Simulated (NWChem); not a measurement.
Species: germanium monoxide (GeO, singlet); SMILES [O]=[Ge]

All runs: NWChem. Low-valent species are run as closed-shell singlets; no triplet was tried in these runs. Coordinates come from a PBE0/def2-SVP optimisation. Ions are spin-unrestricted doublets at the neutral geometry; other ion states weren't tried.

For level PBE/def2-SVPD:

```
Quantity       Value
-------------  -----
−ε(HOMO) (eV)   7.33
```

Question: Estimate the same quantities for level BHandHLYP/def2-SVPD.

Answer: 
| Quantity | Value |
|---|---|
| −ε(HOMO) (eV) | 9.90 |
